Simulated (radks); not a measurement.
The numbers below are computed, except where a source is named.
Nb+, configuration [Kr] 4d4. Code: a radial shooting solver on a logarithmic mesh with Libxc functionals. Model: non-relativistic Kohn-Sham, PBEsol, spin-unpolarised, spherical densities, point nucleus; relativity is left out, which matters for an element this heavy.

Unscreened Slater integrals over Kohn-Sham orbitals (cm^-1). Empty in this configuration: 5s.

F0(4d,4d): 98963
F2(4d,4d): 48032
F4(4d,4d): 30805
F0(4d,4p): 117540
F2(4d,4p): 54462
G1(4d,4p): 66303
G3(4d,4p): 39956
F0(4d,4s): 121000
G2(4d,4s): 46537
F0(4d,3d): 137490
F2(4d,3d): 21196
F4(4d,3d): 8720.8
G0(4d,3d): 6583.1
G2(4d,3d): 7297.9
G4(4d,3d): 5463.6
F0(4d,5s): 67627
G2(4d,5s): 16061
F0(4p,4p): 150370
F2(4p,4p): 78818
F0(4p,4s): 157630
G1(4p,4s): 107010
F0(4p,3d): 195800
F2(4p,3d): 43639
G1(4p,3d): 13897
G3(4p,3d): 13358
F0(4p,5s): 72013
G1(4p,5s): 4788.7
F0(4s,4s): 166130
F0(4s,3d): 212700
G2(4s,3d): 16618
F0(4s,5s): 72701
G0(4s,5s): 3076.1
F0(3d,3d): 462830
F2(3d,3d): 227560
F4(3d,3d): 144470
F0(3d,5s): 76953
G2(3d,5s): 1536.2
F0(5s,5s): 57066

Derived for the open shells (J is the average intra-shell exchange parameter used in DFT+U). 4d: Racah B = F2/49 - 5 F4/441 = 631.0 cm^-1, C = 35 F4/441 = 2445 cm^-1, C/B = 3.87, F4/F2 = 0.641, J = (F2 + F4)/14 = 5631 cm^-1.
